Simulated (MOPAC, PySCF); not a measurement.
C3H3N, SMILES `C#C[C]N` (lower singlet), neutral singlet in the gas phase. This singlet lies 1.00 eV below the relaxed triplet at the level B3LYP/cc-pVTZ // PBE0-D3(BJ)/def2-TZVP (Ansatz).

Cartesian coordinates (Å):
SMILES: C#C[C]N
```xyz
7

C      1.9268    -0.0166     0.5936
C      0.8013    -0.2743     0.2265
C     -0.4339    -0.7077    -0.2654
N     -1.4510     0.0653    -0.0018
H      2.9229     0.1907     0.9063
H     -2.3685    -0.1936    -0.3305
H     -1.3975     0.9362     0.5234
```
Charge 0, multiplicity 1.

All levels are single points at this geometry (PBE0-D3(BJ)/def2-TZVP); Pople sets use spherical d functions. Orbital energies aren't observables, and empty levels follow the basis.

HF/STO-3G in PySCF gives HOMO (eV) = -6.50.

### Question
Estimate the HOMO (eV) from each of these levels: PBE0-D3(BJ)/def2-TZVP in PySCF; B3LYP/6-311+G** in PySCF; B3LYP/6-31G* in PySCF; M06-2X/6-31G* in PySCF; SVWN5/6-31G* in PySCF; HF/3-21G in PySCF; AM1 in MOPAC; PM3 in MOPAC.

### Answer

| level | HOMO (eV) |
|---|---|
| PBE0-D3(BJ)/def2-TZVP in PySCF | -5.99 |
| B3LYP/6-311+G** in PySCF | -5.86 |
| B3LYP/6-31G* in PySCF | -5.24 |
| M06-2X/6-31G* in PySCF | -6.69 |
| SVWN5/6-31G* in PySCF | -4.24 |
| HF/3-21G in PySCF | -8.56 |
| AM1 in MOPAC | -8.88 |
| PM3 in MOPAC | -8.69 |
